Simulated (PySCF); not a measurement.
C4H6Si, SMILES C1=C[SiH2]C=C1. The structure is a stationary point at PBE-D3(BJ)/def2-SVP.

The numbers are results of PBE-D3(BJ)/def2-SVP (PySCF 2.14.0), not measurements.

Harmonic wavenumbers (cm⁻¹): 234, 370, 482, 521, 609, 653, 672, 704, 733, 735, 852, 896, 943, 962, 967, 1060, 1067, 1247, 1312, 1513, 1581, 2154, 2154, 3079, 3092, 3151, 3152. Rotational constants (GHz): 6.613, 4.852, 2.895; symmetry number 2.

Problem. Work out the zero-point energy and the ideal-gas rigid-rotor harmonic-oscillator thermochemistry at 298.15 K and 1 atm.

Solution. ZPE = ½ Σ hcν = ½ × 34896 cm⁻¹ = 49.89 kcal/mol. H − E(el) = 53.74 kcal/mol. Entropy in cal/(mol K): translation 39.13, rotation 24.27, vibration 7.09, total 70.49. G − E(el) = 32.72 kcal/mol. Cp = 22.37 cal/(mol K).
